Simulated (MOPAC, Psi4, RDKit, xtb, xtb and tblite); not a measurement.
Two geometries of SMILES FC(F)(F)C[SiH2]B, relaxed at GFN2-xTB with one dihedral held; other torsions can differ between them too.

Structure A

```
13

B      2.0227    -0.1509    -0.7303
Si     0.9808     0.1775     0.8966
C     -0.8581    -0.4040     0.6592
C     -1.0741    -0.9706    -0.7028
F     -2.3358    -1.3941    -0.9161
F     -0.2868    -2.0352    -0.9589
F     -0.8186    -0.0843    -1.6864
H      2.6043    -1.1517    -0.8906
H      2.0943     0.6483    -1.5799
H      0.8212     1.5774     1.3306
H      1.3864    -0.5355     2.1216
H     -1.5563     0.4215     0.7802
H     -1.1272    -1.1764     1.3766
```

Structure B

```
13

B      1.9719    -0.2220    -0.7079
Si     0.9774     0.1470     0.9390
C     -0.8620    -0.3791     0.6441
C     -0.8886    -1.7094    -0.0254
F     -2.1286    -2.1923    -0.2364
F     -0.2393    -2.6589     0.6731
F     -0.2984    -1.6880    -1.2422
H      2.7683    -1.0748    -0.7663
H      1.7941     0.4038    -1.6793
H      0.8270     1.5501     1.3642
H      1.3448    -0.5777     2.1676
H     -1.3828     0.3246    -0.0024
H     -1.4187    -0.4606     1.5747
```

Question: Which is lower in energy at the level DF-MP2 (frozen core)/cc-pVTZ // GFN2-xTB (Psi4), and by how much?

Answer: B is lower, by 1.72 kcal/mol (dihedral B1–Si2–C3–C4: 0° in A, 45° in B).

E(B) − E(A) in kcal/mol at the other levels, on the same two geometries: GFN2-xTB (xtb and tblite) -0.96; PBE0/def2-TZVP // GFN2-xTB (Psi4) -1.57; PBE0-D3(BJ)/def2-TZVP // GFN2-xTB (Psi4) -1.59; PBE/def2-TZVP // GFN2-xTB (Psi4) -1.63; PBE-D3(BJ)/def2-TZVP // GFN2-xTB (Psi4) -1.65; HF/cc-pVTZ // GFN2-xTB (Psi4) -1.34; UFF // GFN2-xTB (RDKit) -1.02; PM6, restricted, heats of formation // GFN2-xTB (MOPAC) -0.30; PM7, restricted, heats of formation // GFN2-xTB (MOPAC) -0.96; GFN1-xTB // GFN2-xTB (xtb) -1.50.
